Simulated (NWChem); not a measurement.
Molecule: TeO, triplet; SMILES O=[Te]

```xyz
2

O      0.0000     0.0000    -1.5871
Te     0.0000     0.0000     0.2636
```
Atoms are numbered in this order, from 1.

All runs use the structure optimised with PBE0/def2-SVP, spin-unrestricted. No stability test was run on the SCF state. def2 effective core potentials on Te; no spin-orbit coupling.

Problem. List the 4 lowest vertical excitations from PBE0/def2-SVPD with def2 effective core potentials on Te, spin-unrestricted, TDA (NWChem).

Solution. 
```csv
state,energy (eV),oscillator strength,<S²>
state 1,2.79,0.000,2.01
state 2,2.79,0.000,2.01
state 3,2.94,0.000,2.01
state 4,3.77,0.000,2.03
```
